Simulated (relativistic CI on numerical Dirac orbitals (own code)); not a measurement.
**Xe¹⁹⁺: q coefficients and field-shift factors**

These numbers are calculated, not measured: Dirac-Coulomb-Breit CI, separate exchange-only KLI orbitals for each configuration, derivatives by finite differences, unscaled Slater integrals, QED left out (own radial code, finite nucleus).

CI space (outside the closed core [Ar] 3d10): 4s2 4p5, 4s 4p6, 4s2 4p4 4d, 4s 4p5 4d, 4s2 4p4 4f, 4s 4p5 4f. Double excitations out of closed p, d and f shells are left out; levels of such configurations are missing from the list, as are those of other unlisted configurations, and high levels can miss mixing partners.

With x = (α/α₀)² − 1 an excitation energy changes as ω = ω₀ + qx; K = 2q/ω₀ is the relative enhancement. Terms are leading LS components, so labels can repeat. The field-shift factor is F = δν/δ⟨r²⟩ for the transition from the lowest level.

Lowest level 4s2 4p5 2P°_3/2.

| Level | ω₀ (cm⁻¹) | q (cm⁻¹) | K | F (GHz/fm²) |
| --- | --- | --- | --- | --- |
| 4s2 4p5 2P°_1/2 | 125553 | 138200 | 2.2 | -5.01 |
| 4s 4p6 2S_1/2 | 543752 | 148600 | 0.547 | -147 |
| 4s2 4p4 4d 4D_3/2 | 655459 | 17040 | 0.052 | 2.67 |
| 4s2 4p4 4d 4D_5/2 | 656438 | 23480 | 0.0715 | 2.54 |
| 4s2 4p4 4d 4D_7/2 | 667652 | 33320 | 0.0998 | 2.55 |
| 4s2 4p4 4d 2P_1/2 | 668130 | 23910 | 0.0716 | 2.16 |
| 4s2 4p4 4d 4F_9/2 | 690173 | 35590 | 0.103 | 2.86 |
| 4s2 4p4 4d 2F_7/2 | 693535 | 23670 | 0.0682 | 2.81 |
| 4s2 4p4 4d 2D_3/2 | 712851 | 25490 | 0.0715 | 2.69 |
| 4s2 4p4 4d 4P_1/2 | 734953 | 64590 | 0.176 | -6.78 |
| 4s2 4p4 4d 2D_5/2 | 749388 | 60360 | 0.161 | 2.12 |
| 4s2 4p4 4d 4F_3/2 | 755902 | 73020 | 0.193 | 1.44 |
| 4s2 4p4 4d 2F_5/2 | 760426 | 74220 | 0.195 | 1.45 |
| 4s2 4p4 4d 4D_1/2 | 760564 | 143100 | 0.376 | -1.94 |
| 4s2 4p4 4d 4D_3/2 | 782392 | 145100 | 0.371 | -1.69 |
| 4s2 4p4 4d 4F_7/2 | 800901 | 166000 | 0.415 | -1.85 |
| 4s2 4p4 4d 2G_7/2 | 812748 | 147900 | 0.364 | -2.03 |
| 4s2 4p4 4d 2F_5/2 | 813325 | 138200 | 0.34 | -1.39 |
| 4s2 4p4 4d 2P_3/2 | 821698 | 172300 | 0.419 | -1.56 |
| 4s2 4p4 4d 2G_9/2 | 830897 | 171700 | 0.413 | -1.98 |
| 4s2 4p4 4d 2F_5/2 | 832298 | 170200 | 0.409 | -1.67 |
| 4s2 4p4 4d 2D_5/2 | 853386 | 163700 | 0.384 | -1.14 |
| 4s2 4p4 4d 2F_7/2 | 873721 | 167300 | 0.383 | -1.33 |

At this charge energies of transitions that change n are usually good to better than 1 %, and those within a shell (Δn = 0) to a few per cent.
